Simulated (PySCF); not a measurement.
TcF6: what the settings change

TcF6 holds Tc(VI), d1, at total charge 0. The structure is a PBE0-D3(BJ)/def2-TZVP geometry optimised for multiplicity 2; coordination octahedral, point group Oh, metal–donor distances 1.81 Å.

The d shell alone is too small an active space for TcF6 (an active orbital has only 0.56 squared overlap with the free ion's shell): its levels, fitted parameters, g values and moments show what this model gives and aren't sound predictions.

```
7

Tc    0.0000    0.0000    0.0000
F     1.8081    0.0000    0.0000
F    -1.8081    0.0000    0.0000
F     0.0000    1.8081    0.0000
F     0.0000   -1.8081    0.0000
F     0.0000    0.0000    1.8081
F     0.0000    0.0000   -1.8081
```

Method (PySCF 2.14, density fitting): CASSCF(1,5) with orbitals averaged over all microstates of the shell, strongly contracted NEVPT2 on the averaged canonical orbitals; basis x2c-TZVPall on the metal, x2c-SVPall elsewhere; spin-free X2C; gas phase; spin-orbit coupling by state interaction with the mean-field operator over all roots.

Base run: NEVPT2 ground state 2T2g, next 2Eg at 42775, 10Dq(NEVPT2) 42775, ζ 948 cm⁻¹, μeff(300 K) 0.89 μB.

(1) What happens with the basis x2c-TZVPall on all atoms?

Charge-transfer states lie outside this active space and may come lower than some of these levels. The ground state is orbitally degenerate in this regular structure, which would distort (Jahn–Teller), so its moment is that of the undistorted model. NEVPT2 on the d shell alone tends to put d–d bands too high for such charged or covalently bound ions.

Answers

(1) NEVPT2 ground state 2T2g, next 2Eg at 42299, 10Dq(NEVPT2) 42299, ζ 952 cm⁻¹, μeff(300 K) 0.89 μB. It took 22 s against 11 s on a shared host of the same kind.
